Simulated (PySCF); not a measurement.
Sb⁺: ionisation energy

Sb⁺ [Kr] 4d10 5s2 5p2 (3P) → Sb²⁺ [Kr] 4d10 5s2 5p1 (2P), as a difference of total energies. Calculation: PySCF 2.14, in aug-cc-pVTZ-PP with ECP28MDF (6s5p4d2f, 55 functions); scalar relativity through the core potential. Correlated levels: valence: 4s2 4p6 4d10 frozen. The calculations carry no spin-orbit coupling.

| method | ionisation energy (eV) |
| --- | --- |
| UHF | 16.005 |
| LDA | 16.654 |
| PBE | 16.467 |
| PBE0 | 16.532 |
| r2SCAN | 16.654 |
| wB97M-V | 16.419 |
| M06-L | 16.130 |
| HSE06 | 16.524 |
| PBEsol | 16.506 |
| MP2 (valence) | 16.326 |
| SCS-MP2 (valence) | 16.263 |

**Question.** How much does correlation contribute at MP2 (valence)?

**Answer.** 16.326 − (16.005) = 0.321 eV, measured against UHF.

The reference lies between the lowest fine-structure levels, while these numbers refer to the centres of the terms.

Errors of the correlated levels include the incompleteness of this basis and the frozen core.

For comparison: 16.626 ± 0.025 eV (measured; NIST Atomic Spectra Database, ionization energies).
